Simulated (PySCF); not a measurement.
# Exercise with solution: oscillator strength and radiative lifetime

Si(H)(F)(Me)2 (C₂H₇FSi), SMILES C[SiH](C)F.

Geometry: B3LYP-D3(BJ)/def2-SVP.

TDA-B3LYP/def2-SVPD in PySCF puts the first singlet state with f over 0.02 at 8.08 eV (vertical), with the transition dipole (0.000, 0.000, -0.588) in atomic units.

Problem. Find the oscillator strength, the wavelength and the radiative lifetime that this transition would have in vacuum if emission retraced absorption.

Solution. 
|μ|² = 0.3457 au, so |μ| = 1.49 D. ΔE = 8.08/27.211 = 0.2969 hartree. f = (2/3) ΔE |μ|² = 0.068 (the program prints 0.068).
λ = 1239.84/8.08 = 153 nm; ν = 65170 cm⁻¹.
Einstein's coefficient A = 0.6670 ν² f s⁻¹ (ν in cm⁻¹) = 1.9e8 s⁻¹, so τ = 1/A = 5.2 ns. This state is S1. The figure is the radiative limit of this one transition; relaxation, internal conversion, crossing to triplets and a medium change what is measured.
